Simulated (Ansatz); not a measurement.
Basis sets compared for MnN3F3H9⁻ (relaxed from a model of mer-[MnF3(NH3)3]-, whose bonding it doesn't keep). Charge -1, multiplicity 6. Geometry B3LYP-D4/def2-SVPD. Ansatz on 4 threads of Intel Xeon Platinum 8488C on a shared host; times are rough, and most runs start from earlier orbitals.

Cartesian coordinates in Å:
```
Mn 0.300 0.385 0.543
F -0.283 1.439 -1.064
F -0.754 -1.305 0.852
F 1.742 1.005 1.831
N -0.961 -1.222 -2.078
H -1.127 -1.515 -1.106
H -1.791 -1.447 -2.619
H -0.890 -0.198 -2.016
N 1.727 -0.875 -0.804
H 2.106 -1.667 -0.293
H 2.486 -0.353 -1.232
H 1.085 -1.213 -1.528
N -0.882 1.623 2.181
H -1.496 1.080 2.779
H -1.303 2.516 1.947
H 0.041 1.746 2.608
```

At PBE-D4/def2-SVPD, PBE-D4/def2-TZVPD the highest occupied level of the charge -1 sextet lies above zero (up to 0.71 eV). By energy differences its removal costs 2.68 eV (vertical, to the charge 0 quintet, at PBE-D4/def2-TZVPD), and other spins of that charge weren't run; a positive level beside a positive removal energy at the same level points to self-interaction error. In the sextet geometry the species has come apart into loosely held pieces.

| level | functions | energy (Eh) | HOMO (eV) | LUMO (eV) | wall time |
| --- | --- | --- | --- | --- | --- |
| PBE-D4/def2-SVPD | 235 | -1619.3021 | 0.70 | 2.89 | 5.5 s |
| PBE0-D4/def2-SVPD | 235 | -1619.3403 | -1.55 | 3.59 | 9.5 s |

(1) Estimate the rows for PBE-D4/def2-TZVPD, PBE0-D4/def2-TZVPD (with forces).

## Answers

(1) 
```
                           level  functions  energy (Eh)  HOMO (eV)  LUMO (eV)  wall time
               PBE-D4/def2-TZVPD        360   -1619.9709       0.71       2.62      6.5 s
PBE0-D4/def2-TZVPD (with forces)        360   -1620.0044      -1.48       3.27       18 s
```
